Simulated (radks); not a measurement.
Results of a calculation; reference values are marked as such.
Spherical quantum dot in the effective-mass picture: electrons in a hard-walled sphere of radius 2.46, all in effective atomic units (hartree* = m*/eps^2 hartree, bohr* = eps/m* bohr), one dielectric constant everywhere. Level of theory: non-relativistic Kohn-Sham, r2SCAN, spin-polarised, spherical densities, generalised Kohn-Sham scheme (a radial shooting solver with Libxc functionals). Levels are named by radial order and angular momentum (1s, 1p, 1d, 2s, ...), and open shells are averaged over m. Results are scaled to m* = 0.389 and eps = 4.1, for which hartree* = 629.7 meV and bohr* = 0.5577 nm. Each electron was tried in the lowest free levels, single moves between levels near the top were tried too, and the lowest total energy was kept; such a search can miss a lower state. At N = 1 the Hartree and exchange-correlation terms need not cancel, so that row can carry a self-interaction error.

\begin{tabular}{lrrrrrrr}
N & open shells & 2S & E (meV) & mu = E(N) - E(N-1) (meV) & addition energy mu(N+1) - mu(N) (meV) & e(HOMO) (meV) & rms radius (nm) \\ \hline
1 & 1s(up 1, down 0) & 1 & 511.561 & 511.56 & 422.5 & 661.76 & 0.7318 \\
2 & none & 0 & 1445.64 & 934.08 & 814.9 & 1085.9 & 0.7550 \\
3 & 1p(up 1, down 0) & 1 & 3194.61 & 1749.0 & 308.0 & 1898.3 & 0.8020 \\
4 & 1p(up 2, down 0) & 2 & 5251.60 & 2057.0 & 324.9 & 2218.2 & 0.8271 \\
5 & 1p(up 3, down 0) & 3 & 7633.52 & 2381.9 & 463.0 & 2546.3 & 0.8442 \\
6 & 1p(up 3, down 1) & 2 & 10478.5 & 2844.9 & 299.1 & 2991.2 & 0.8580 \\
7 & 1p(up 3, down 2) & 1 & 13622.5 & 3144.1 & 314.6 & 3299.7 & 0.8690 \\
8 & none & 0 & 17081.2 & 3458.7 & 919.9 & 3618.7 & 0.8782 \\
9 & 1d(up 1, down 0) & 1 & 21459.7 & 4378.5 & 304.9 & 4530.1 & 0.8911 \\
10 & 1d(up 2, down 0) & 2 & 26143.2 & 4683.5 & 309.0 & 4837.3 & 0.9017 \\
11 & 1d(up 3, down 0) & 3 & 31135.6 & 4992.5 & 311.4 & 5147.8 & 0.9107 \\
12 & 1d(up 4, down 0) & 4 & 36439.5 & 5303.9 & 312.8 & 5460.1 & 0.9185 \\
13 & 1d(up 5, down 0) & 5 & 42056.2 & 5616.7 & 439.1 & 5773.4 & 0.9253 \\
14 & 1d(up 5, down 1) & 4 & 48112.1 & 6055.8 & 298.8 & 6204.4 & 0.9317 \\
15 & 1d(up 5, down 2) & 3 & 54466.7 & 6354.6 & 303.2 & 6505.5 & 0.9374 \\
16 & 1d(up 5, down 3) & 2 & 61124.5 & 6657.8 & 306.1 & 6810.3 & 0.9426 \\
17 & 1d(up 5, down 4) & 1 & 68088.4 & 6963.9 & 307.9 & 7117.5 & 0.9473 \\
18 & none & 0 & 75360.2 & 7271.8 & 1024 & 7426.1 & 0.9517 \\
19 & 1f(up 1, down 0) & 1 & 83656.4 & 8296.2 & 299.5 & 8444.8 & 0.9571 \\
20 & 1f(up 2, down 0) & 2 & 92252.1 & 8595.7 & 300.8 & 8745.3 & 0.9621 \\
21 & 1f(up 3, down 0) & 3 & 101149 & 8896.5 & 302.0 & 9047.0 & 0.9667 \\
22 & 1f(up 4, down 0) & 4 & 110347 & 9198.5 & 302.9 & 9349.5 & 0.9709 \\
23 & 1f(up 5, down 0) & 5 & 119848 & 9501.3 & 303.5 & 9652.8 & 0.9749 \\
24 & 1f(up 6, down 0) & 6 & 129653 & 9804.8 & 303.9 & 9956.5 & 0.9786 \\
25 & 1f(up 7, down 0) & 7 & 139762 & 10109 & 424.2 & 10261 & 0.9820 \\
26 & 1f(up 7, down 1) & 6 & 150295 & 10533 & 295.7 & 10679 & 0.9854 \\
27 & 1f(up 7, down 2) & 5 & 161123 & 10829 & 297.1 & 10976 & 0.9885 \\
28 & 1f(up 7, down 3) & 4 & 172249 & 11126 & 298.4 & 11274 & 0.9915 \\
29 & 1f(up 7, down 4) & 3 & 183673 & 11424 & 299.5 & 11573 & 0.9943 \\
30 & 1f(up 7, down 5) & 2 & 195397 & 11724 & 300.2 & 11873 & 0.9970 \\
31 & 1f(up 7, down 6) & 1 & 207421 & 12024 & 300.8 & 12174 & 0.9995 \\
32 & none & 0 & 219745 & 12325 & 667.9 & 12475 & 1.002 \\
33 & 2s(up 1, down 0) & 1 & 232738 & 12992 & - & 13166 & 0.9980 \\
\end{tabular}

All shells are closed at N = 2, 8, 18, 32 (there: 1s2 1p6 1d10 1f14); the second difference of the energy has clear peaks (12 % above both neighbours; the first and last values, which can be the largest, are not judged, and half-filled shells can peak too) at N = 2, 5, 8, 13, 18, 25.
